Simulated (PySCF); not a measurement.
MgHg and its ions

RHF-SCS-MP2; Mg def2-SVP, Hg def2-SVP with ECP60; scalar-relativistic core potentials (PySCF 2.14). Neutral (RHF): singlet (closed shell), Re = 4.194 Å, ωe = 29.1 cm⁻¹, De = 0.04 eV.

MgHg⁺ (UHF): doublet (σ ↑), Re = 2.921 Å, ωe = 150 cm⁻¹, De = 0.49 eV to Mg⁺ + Hg. The energies at the minima are -352.44973 hartree for MgHg and -352.19980 for MgHg⁺.

Problem. Work out the adiabatic ionisation energy, without and with harmonic zero-point energies (1 hartree = 27.2114 eV, 1 eV = 8065.5 cm⁻¹), and the change of the bond length.

Solution. At SCS-MP2: 0.24993 hartree = 6.801 eV between the minima; the zero-point term (150.0 − 29.1)/2 cm⁻¹ = +0.007 eV makes it 6.808 eV. Re changes by -127.3 pm against the neutral. The electron leaves a σ orbital, and the shorter bond of the ion fits an antibonding orbital, or a change in how ionic the bond is.

Correlated steps freeze 1 core orbital. Weak bonds: MgHg, MgHg⁺. Basis-set superposition, not corrected here, can be much of De in a small basis, most of all at correlated wavefunction levels. Spin–orbit coupling is left out. For an ion De counts to the pair picked by the measured ionisation energies or electron affinities, which need not be the lowest pair at this level. States were picked by a PBE0 search and need not be the measured ground states.

Neutral and ion stand on different kinds of reference determinant, which adds to the error of the difference.
